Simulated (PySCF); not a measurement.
SMILES C1C(C#C)(C=C)C[Se]1, C7H8Se

Molfile (atoms numbered from 1):
```
C7H8Se
     RDKit          3D

 16 16  0  0  0  0  0  0  0  0999 V2000
   -1.0354    2.3732    0.7110 C   0  0  0  0  0  0  0  0  0  0  0  0
   -0.6692    1.2677    0.4360 C   0  0  0  0  0  0  0  0  0  0  0  0
   -0.2370   -0.0795    0.1033 C   0  0  0  0  0  0  0  0  0  0  0  0
    1.2130   -0.1949    0.4909 C   0  0  0  0  0  0  0  0  0  0  0  0
    2.2313   -0.0175   -0.3288 C   0  0  0  0  0  0  0  0  0  0  0  0
   -1.1409   -1.1230    0.7904 C   0  0  0  0  0  0  0  0  0  0  0  0
   -2.1706   -1.4807   -0.8626 Se  0  0  0  0  0  2  0  0  0  0  0  0
   -0.5772   -0.4154   -1.3614 C   0  0  0  0  0  0  0  0  0  0  0  0
   -1.3545    3.3436    0.9494 H   0  0  0  0  0  0  0  0  0  0  0  0
    1.3753   -0.4117    1.5392 H   0  0  0  0  0  0  0  0  0  0  0  0
    3.2492   -0.0979    0.0116 H   0  0  0  0  0  0  0  0  0  0  0  0
    2.0962    0.2218   -1.3707 H   0  0  0  0  0  0  0  0  0  0  0  0
   -0.5979   -2.0166    1.0989 H   0  0  0  0  0  0  0  0  0  0  0  0
   -1.7488   -0.7441    1.6106 H   0  0  0  0  0  0  0  0  0  0  0  0
   -0.8067    0.4400   -1.9941 H   0  0  0  0  0  0  0  0  0  0  0  0
    0.1655   -1.0563   -1.8352 H   0  0  0  0  0  0  0  0  0  0  0  0
  1  2  3  0
  2  3  1  0
  3  4  1  0
  4  5  2  0
  3  6  1  0
  6  7  1  0
  7  8  1  0
  8  3  1  0
  1  9  1  0
  4 10  1  0
  5 11  1  0
  5 12  1  0
  6 13  1  0
  6 14  1  0
  8 15  1  0
  8 16  1  0
M  END
```

Computed with PySCF, GIAO wB97X-D/pcSseg-1 magnetisability, rotational g tensor and spin-rotation constants, non-relativistic, gas phase. Geometry: GFN2-xTB.

The calculation is non-relativistic, which matters for the atoms heavier than Zn.

**Question.** Give the nuclear spin-rotation constants along the inertial axes (H = +C I·J) beside the isotropic shieldings.

**Answer.** Rotational constants 2.3370, 0.9739, 0.8065 GHz. A star marks the isotopologue with that one atom substituted, in its own axes.
| atom | isotope | Caa (kHz) | Cbb (kHz) | Ccc (kHz) | mean (kHz) | σ (ppm) |
| --- | --- | --- | --- | --- | --- | --- |
| H9 | 1H | -0.229 | 0.002 | -0.091 | -0.106 | 29.8 |
| H10 | 1H | -0.207 | -0.115 | 0.072 | -0.084 | 25.7 |
| H11 | 1H | 0.021 | -0.047 | -0.072 | -0.033 | 26.4 |
| H12 | 1H | -0.222 | -0.114 | 0.065 | -0.090 | 26.5 |
| H13 | 1H | -0.244 | -0.012 | -0.038 | -0.098 | 28.3 |
| H14 | 1H | -0.237 | -0.008 | -0.049 | -0.098 | 28.7 |
| H15 | 1H | -0.235 | -0.077 | 0.010 | -0.101 | 28.5 |
| H16 | 1H | -0.245 | 0.044 | -0.080 | -0.093 | 28.0 |
| C1 | 13C* | 0.650 | 0.112 | 0.245 | 0.336 | 107.7 |
| C2 | 13C* | 0.800 | 0.048 | 0.306 | 0.385 | 93.0 |
| C3 | 13C* | 0.393 | 0.190 | 0.133 | 0.238 | 145.9 |
| C4 | 13C* | 0.780 | 0.245 | 0.370 | 0.465 | 32.6 |
| C5 | 13C* | 0.690 | 0.218 | 0.296 | 0.402 | 66.0 |
| C6 | 13C* | 0.324 | 0.168 | 0.159 | 0.217 | 150.4 |
| Se7 | 77Se* | 5.827 | 1.704 | 0.556 | 2.696 | 1598.0 |

For the geometry as given, no vibrational averaging.

**Question.** How do the rotational constants and the g tensor change when H9, H10, H11, H12, H13, H14, H15, H16 are replaced by deuterium?

**Answer.** Constants 1.9631, 0.8917, 0.7411 GHz; g -0.0082, -0.0100, -0.0060, against -0.0095, -0.0109, -0.0064 before.
